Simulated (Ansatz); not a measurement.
BH4 (SMILES [BH4-]) at its CCSD(T)/cc-pVTZ minimum, average atomic masses, point group Td.
(charge -1, multiplicity 1):
```xyz
5

B      0.000     0.000     0.000
H     -0.790    -0.828    -0.472
H      0.164    -0.227     1.206
H     -0.460     1.140    -0.147
H      1.086    -0.085    -0.587
```

Frozen-core correlation.

Programs: Ansatz (Gaussian basis) for Hartree–Fock, density functionals and correlated methods. Each number belongs to the level named beside it.

Harmonic frequencies (cm⁻¹): 1108 1108 1108 1224 1224 2276 2276 2276 2281.

Work out the rotational constants, the zero-point energy, and the ideal-gas entropy and heat capacity at 298.15 K and 1 bar (rigid rotor, harmonic oscillator).


Principal moments 4.117, 4.117, 4.117 u Å² give 16.8576/I = 4.094, 4.094, 4.094 cm⁻¹. Zero point: Σω/2 = 7441 cm⁻¹ = 21.27 kcal/mol. Translation R(1.5 ln M + 2.5 ln T − 1.1517) with M = 14.842 u: 142.50 J/(mol K). Rotation with σ = 12: q = 53.2, S = R(ln q + 3/2) = 45.51. Vibration, summed over R(u/(eᵘ − 1) − ln(1 − e⁻ᵘ)) with u = 1.43878ω/T: 1.08, of which the lowest mode gives 0.25. S° = 189.1 J/(mol K); C_p = 4R + 5.08 = 38.34 J/(mol K).

Ansatz is a program for electronic structure.
